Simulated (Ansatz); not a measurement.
Species: CH₄SSi, SMILES `C=[SiH]S` (C–Si–S–H torsion 1°) (charge 0, multiplicity 1), formula CH₄SSi.

Q: How many basis functions does frozen-core CCSD(T)/def2-TZVPP // PBE0-D3(BJ)/def2-TZVP run with Ansatz (a first-principles code) use, how many core orbitals are frozen, and how many electrons are correlated?

A: 171 basis functions and 11 frozen orbitals, which leaves 18 correlated electrons. Core time is of the order of seconds.
